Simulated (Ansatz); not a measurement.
A nudged elastic band was laid between two geometries of Cl2FH3HfOSi + H (10 atoms, charge 0, multiplicity 2).

Method: UKS PBE/def2-SVP (Ansatz).

| Item | Value |
| --- | --- |
| movable images | 5 |
| climbing image | yes |
| spring | 5.0 eV/Å² |
| optimiser | quadratic models (default) |
| start path | through a guess of the saddle point |
| force threshold | 0.05 eV/Å |
| iteration limit | 60 |
| end points | relaxed |

Initial state:

```xyz
10
Properties=species:S:1:pos:R:3
Hf 0.001 -0.255 -0.157
F 0.104 -0.063 1.743
Cl 2.017 0.489 -1.135
O -1.450 0.843 -0.782
Si -2.724 1.821 -1.316
H -3.967 1.452 -0.559
H -2.370 3.257 -1.062
H -2.927 1.592 -2.786
Cl -0.447 -2.508 -0.704
H 0.243 0.031 4.977
```

Final state:

```xyz
10
Properties=species:S:1:pos:R:3
Hf 0.215 -0.076 -0.113
F -0.707 0.167 2.026
Cl 2.036 0.187 -1.576
O -1.260 1.021 -0.698
Si -2.648 1.886 -1.119
H -3.749 1.554 -0.151
H -2.344 3.355 -1.057
H -3.064 1.505 -2.511
Cl 0.435 -2.174 1.202
H -0.435 -0.767 2.213
```

Q: What changes between the two ends?

A: Bonds formed: F2–H10. Cl2FH3HfOSi + H becomes Cl2FH4HfOSi.

Q: Give the energies along the band, and the barrier.

A: The run converged. The highest image is number 4 of 0 to 6, 24.6 kcal/mol above the first end and 12.8 kcal/mol above the last; the last end lies 11.8 kcal/mol above the first. A structure lower than the first end lies on the path between it and the top, so the climb from that side starts below the end, which may itself be a saddle point or a shallow side well. A vibrational analysis at the climbing image gives one clearly imaginary mode, 1084i cm⁻¹, and a faint second one (13i cm⁻¹) that may be numerical noise or a soft torsion: probably a first-order saddle point.

```tsv
image	path coordinate (Å)	energy (kcal/mol)	F2–H10 (Å)
0	0.00	0.0	3.24
1	1.32	0.0	3.28
2	2.65	-0.1	3.34
3	3.97	0.2	2.87
4	5.29	24.6	1.21
5	6.30	12.4	1.00
6	7.31	11.8	0.99
```

Q: What is the geometry of the highest image?

A: 
```xyz
10
Properties=species:S:1:pos:R:3:forces:R:3
Hf 0.110 0.025 0.042 0.00 0.00 0.01
F 0.187 0.079 2.111 0.00 0.02 -0.03
Cl 2.151 0.461 -1.068 0.00 0.00 0.00
O -1.355 1.068 -0.651 0.01 -0.01 0.01
Si -2.726 1.870 -1.231 -0.01 0.01 -0.01
H -3.863 1.645 -0.276 0.00 0.00 0.00
H -2.424 3.337 -1.331 0.00 0.00 0.00
H -3.075 1.323 -2.585 0.00 0.00 0.00
Cl -0.468 -2.245 0.428 0.00 0.00 -0.01
H -0.058 -0.906 2.777 0.00 -0.02 0.02
```

Time of the run: 5.5 min on 4 threads of Intel(R) Xeon(R) Platinum 8488C (Sapphire Rapids), on a shared host, peak memory 0.32 GiB.
